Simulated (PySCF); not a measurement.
## Working out the ionisation energy of Br¹⁸⁺

Br¹⁸⁺ [Ne] 3s2 3p5 (2P) → Br¹⁹⁺ [Ne] 3s2 3p4 (3P). Calculation: PySCF 2.14, in an even-tempered Gaussian basis (19 s from 1.5 bohr⁻², ratio 2.5; 12 p from 2 bohr⁻², ratio 2.5; 5 d from 11 bohr⁻², ratio 2.7; 4 f from 17 bohr⁻², ratio 2.7); scalar relativity by spin-free X2C-1e. Frozen: 1s2; the 22 highest virtual orbitals dropped. Energies in hartree (1 hartree = 27.21139 eV):

| part | Br¹⁸⁺ (lower) | Br¹⁹⁺ (upper) |
| --- | --- | --- |
| UHF | -2427.778928 | -2399.754567 |
| CCSD correlation | -0.591531 | -0.557569 |
| (T) | -0.002516 | -0.002416 |

**Question.** What does Hartree-Fock give?

**Answer.** (-2399.754567) − (-2427.778928) = 28.024361 hartree = 762.582 eV.

**Question.** What do CCSD and CCSD(T) give?

**Answer.** The CCSD correlation energies differ by 0.033962 hartree = 0.924 eV and the triples by 0.000100 hartree = 0.003 eV, so CCSD gives 763.506 eV and CCSD(T) 763.509 eV.

Reference: 761 ± 0.8 eV (semi-empirical (NIST evaluation); NIST Atomic Spectra Database, ionization energies), between the lowest levels; spin-orbit coupling is absent from the calculation.

What remains against the reference includes basis incompleteness, the frozen core and higher excitations.
